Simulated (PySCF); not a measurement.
Atom-mapped SMILES (the numbers label the heavy atoms): `[BH:1]1[O:2][CH2:3][CH2:4][C@H:5]([CH:6]2[CH2:7][CH2:8][CH2:9]2)[O:10]1`; H(Xn) means a hydrogen on atom n. Ha(C7), Ha(C8), Ha(C9) are cis to C5 on the ring; Ha(C3), Ha(C4) are cis to C6 on the ring; Hb(C7), Hb(C8), Hb(C9) are trans to C5 on the ring; Hb(C3), Hb(C4) are trans to C6 on the ring.

Calculated, not measured (PySCF 2.14.0 with density-fitted response routines): shielding tensors at PBE/pcSseg-1 (GIAO), coordinates at the PBE0-D3(BJ)/def2-SVP level. Isolated molecule, non-relativistic, one computed conformer.

Q: Predict the 2D correlation tables (HSQC, COSY, HMBC).

A: 

HSQC (one-bond C–H):
```csv
δH,δC
4.14 (Hb(C3)),65.1 (C3)
4.07 (Ha(C3)),65.1 (C3)
3.82 (H(C5)),73.6 (C5)
2.51 (Ha(C7)),24.0 (C7)
2.17 (H(C6)),44.0 (C6)
1.99 (Ha(C9)),21.5 (C9)
1.84 (Hb(C8)),20.4 (C8)
1.66 (Ha(C8)),20.4 (C8)
1.65 (Hb(C7)),24.0 (C7)
1.56 (Hb(C9)),21.5 (C9)
1.52 (Ha(C4)),33.7 (C4)
1.31 (Hb(C4)),33.7 (C4)
```

COSY cross peaks (H two or three bonds apart, from the bond graph; peaks can be absent where the dihedral angle is near 90°):
```csv
δH,δH
4.14 (Hb(C3)),4.07 (Ha(C3))
4.14 (Hb(C3)),1.52 (Ha(C4))
4.14 (Hb(C3)),1.31 (Hb(C4))
4.07 (Ha(C3)),1.52 (Ha(C4))
4.07 (Ha(C3)),1.31 (Hb(C4))
3.82 (H(C5)),2.17 (H(C6))
3.82 (H(C5)),1.52 (Ha(C4))
3.82 (H(C5)),1.31 (Hb(C4))
2.51 (Ha(C7)),2.17 (H(C6))
2.51 (Ha(C7)),1.84 (Hb(C8))
2.51 (Ha(C7)),1.66 (Ha(C8))
2.51 (Ha(C7)),1.65 (Hb(C7))
2.17 (H(C6)),1.99 (Ha(C9))
2.17 (H(C6)),1.65 (Hb(C7))
2.17 (H(C6)),1.56 (Hb(C9))
1.99 (Ha(C9)),1.84 (Hb(C8))
1.99 (Ha(C9)),1.66 (Ha(C8))
1.99 (Ha(C9)),1.56 (Hb(C9))
1.84 (Hb(C8)),1.66 (Ha(C8))
1.84 (Hb(C8)),1.65 (Hb(C7))
1.84 (Hb(C8)),1.56 (Hb(C9))
1.66 (Ha(C8)),1.65 (Hb(C7))
1.66 (Ha(C8)),1.56 (Hb(C9))
1.52 (Ha(C4)),1.31 (Hb(C4))
```

HMBC (two and three bonds, from the bond graph):
```csv
δH,δC
4.28 (H(B1)),"73.6 (C5), 65.1 (C3)"
4.14 (Hb(C3)),"73.6 (C5), 33.7 (C4)"
4.07 (Ha(C3)),"73.6 (C5), 33.7 (C4)"
3.82 (H(C5)),"65.1 (C3), 44.0 (C6), 33.7 (C4), 24.0 (C7), 21.5 (C9)"
2.51 (Ha(C7)),"73.6 (C5), 44.0 (C6), 21.5 (C9), 20.4 (C8)"
2.17 (H(C6)),"73.6 (C5), 33.7 (C4), 24.0 (C7), 21.5 (C9), 20.4 (C8)"
1.99 (Ha(C9)),"73.6 (C5), 44.0 (C6), 24.0 (C7), 20.4 (C8)"
1.84 (Hb(C8)),"44.0 (C6), 24.0 (C7), 21.5 (C9)"
1.66 (Ha(C8)),"44.0 (C6), 24.0 (C7), 21.5 (C9)"
1.65 (Hb(C7)),"73.6 (C5), 44.0 (C6), 21.5 (C9), 20.4 (C8)"
1.56 (Hb(C9)),"73.6 (C5), 44.0 (C6), 24.0 (C7), 20.4 (C8)"
1.52 (Ha(C4)),"73.6 (C5), 65.1 (C3), 44.0 (C6)"
1.31 (Hb(C4)),"73.6 (C5), 65.1 (C3), 44.0 (C6)"
```

References, each an isolated molecule treated in the same way: TMS for $^{1}$H (31.20 ppm) and $^{13}$C (180.03 ppm).

Short H···H contacts in this conformer between protons four or more bonds apart (candidates for NOE cross peaks, intensity ∝ r⁻⁶): Hb(C4)···H(C6) 2.60 Å, Hb(C3)···H(C5) 2.66 Å, Ha(C4)···Ha(C9) 2.75 Å, Ha(C7)···Ha(C9) 2.78 Å, H(C6)···Hb(C8) 2.79 Å.

Hydrogens on boron are broadened and split by $^{11}$B (spin 3/2, 80 %) and 10B (spin 3). Shifts are as computed. Against solution values, carbons near 30 ppm lie about +2 ppm off and those near 130 ppm about +2 ppm. Of 1309 compounds with measured shifts, 239 miss one by over three times the rms of a fit or turn the order of signals round; such compounds aren't used in these exercises.
